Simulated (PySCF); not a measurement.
**Telling isomers of C$_{5}$H$_{10}$F$_{3}$NSi apart by NMR**

- coordinates at the GFN2-xTB level
- PBE0/pcSseg-1 with gauge-including orbitals
- run in PySCF 2.14
- gas phase, averaged over atoms made equivalent by symmetry, fast rotation or ring inversion, one computed conformer, non-relativistic Hamiltonian

Referencing at the same level of theory: $^{1}$H (σ = 31.72 ppm) and $^{13}$C (σ = 186.93 ppm) against TMS. Splittings of carbon signals by F and P are missing where no couplings were computed. Where no couplings were computed, multiplicities follow the n + 1 count of equivalent neighbours, and m marks all less simple cases (inequivalent or close neighbours, rings, F or P nearby). Shifts are as computed. Against solution values, carbons near 30 ppm lie about +3 ppm off and those near 130 ppm about +5 ppm. Of 1309 compounds with measured shifts, 239 miss one by over three times the rms of a fit or turn the order of signals round; such compounds aren't used in these exercises.

(1) Tabulate the signals of `CN(C)[SiH2]CC(F)=C(F)F`, `C=CN([SiH3])[C@H](C)C(F)(F)F` and their relative energies.

(2) What is the quickest way to tell CN(C)[SiH2]CC(F)=C(F)F from C=CN([SiH3])[C@H](C)C(F)(F)F?

Results:

(1) 
| SMILES | carbon types | δC | δH | E rel. (kcal/mol) |
| --- | --- | --- | --- | --- |
| CN(C)[SiH2]CC(F)=C(F)F | 2×C 1×CH2 2×CH3 | 167.2, 137.1, 41.1, 15.5 | 4.82 (t, 2H), 2.59 (s, 6H), 1.88 (m, 2H) | 19.6 |
| C=CN([SiH3])[C@H](C)C(F)(F)F | 1×C 2×CH 1×CH2 1×CH3 | 148.1, 135.1, 84.8, 55.4, 12.4 | 6.35 (m, 1H), 4.72 (s, 3H), 4.06 (m, 1H), 3.91 (m, 1H), 3.86 (m, 1H), 1.40 (d, 3H) | 0.0 |

Energies are electronic energies at PBE0/pcSseg-1 on these geometries, without zero-point or thermal terms, each for the one conformer computed, which needn't be the lowest.

(2) Count the carbon signals: 4 against 5. The first has an allylic sp3 CH2 bonded to Si at 15.5 ppm, the second an alkene carbon bearing nitrogen (CH) at 148.1 ppm. Their most deshielded carbons lie at 167.2 and 148.1 ppm. In the proton spectra the most deshielded non-exchanging signals are 4.82 (t, 2H) and 6.35 (m, 1H).
